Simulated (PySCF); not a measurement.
The PySCF input:
```python
from pyscf import gto, scf, dft

mol = gto.M(
    atom='''
Cl   -0.000000   -0.000000   -0.073934
H     0.000000    0.000000    1.256873
''',
    basis='def2-svp',
    charge=1,
    spin=1,
    verbose=4,
)

mf = dft.UKS(mol)
mf.xc = 'pbe'
mf.kernel()
```

What total energy does PBE/def2-SVP (PySCF) give?

-460.001591 Ha

What number of basis functions does PBE/def2-SVP give?

23

What nuclear repulsion energy does PBE/def2-SVP give?

6.7598 Eh

These values belong to the state on which the SCF converged, which isn't shown to be the lowest.
